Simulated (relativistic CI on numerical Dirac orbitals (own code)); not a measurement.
Ti2+ in a cubic cluster: 2p photoemission with charge transfer

Computed with a charge-transfer multiplet model of a cubic metal-ligand cluster with up to one ligand hole, Slater and spin-orbit integrals from Dirac-Coulomb-Breit ions, Slater integrals scaled by 0.8. The ground state mixes d2 with configurations of k ligand holes L, whose averages lie at kΔ + k(k − 1)U_dd/2; a core hole lowers each added d electron by U_cd. 20 K, Lorentzian 0.6 eV and Gaussian 0.8 eV FWHM.

Atomic integrals in eV (Slater integrals scaled, ζ unscaled), ground: F2dd 6.578, F4dd 4.090, zeta_d 0.013; with the core hole: F2dd 8.213, F4dd 5.154, zeta_d 0.027, zeta_core 3.743, F2cd 4.498, G1cd 3.275, G3cd 1.857.

Cluster parameters (eV): Δ = 6.8, U_dd = 5.3, U_cd = 6.1, 10Dq(ligand) = 0, V(eg) = 2.25, V(t2g) = -1.01, final-state hopping factor = 1.

```tsv
Case	n_d	d2	d3L	S
10Dq = 0.3 eV	2.21	0.79	0.21	1.00
10Dq = 0.6 eV	2.21	0.79	0.21	1.00
10Dq = 0.9 eV	2.21	0.79	0.21	1.00
10Dq = 1.2 eV	2.20	0.80	0.20	1.00
10Dq = 1.8 eV	2.20	0.80	0.20	1.00
```

Weights, n_d and S are thermal averages at 20 K. Binding energies count from the first peak over 30 % of the highest in each spectrum, which can be another peak from case to case. The parameters are a model scan and need not match a compound or its usual spin state. Peaks in eV (height, largest 100):
- 10Dq = 0.3 eV: 0.0 (100), 3.2 (11), 5.9 (47)
- 10Dq = 0.6 eV: 0.0 (100), 3.5 (11), 6.0 (47)
- 10Dq = 0.9 eV: 0.0 (100), 3.8 (11), 6.0 (47)
- 10Dq = 1.2 eV: 0.0 (100), 6.1 (47)
- 10Dq = 1.8 eV: 0.0 (100), 6.1 (46), 9.6 (9)

For the case 10Dq = 0.9 eV, Δ = 6.8 eV is larger than U_dd = 5.3 eV, the Mott-Hubbard side of the Zaanen-Sawatzky-Allen scheme. With the core hole the average of the configuration with one ligand hole lies at Δ − U_cd = 0.7 eV before mixing: the effective hopping of about 4.8 eV (from the holes of the mixed ground state) is comparable with this gap or larger, so the configurations mix strongly.

With at most 1 ligand hole the space is cut while the next configuration still counts, so covalency is underestimated, and a final configuration with one more ligand hole, which can lie low, is missing from the spectra.
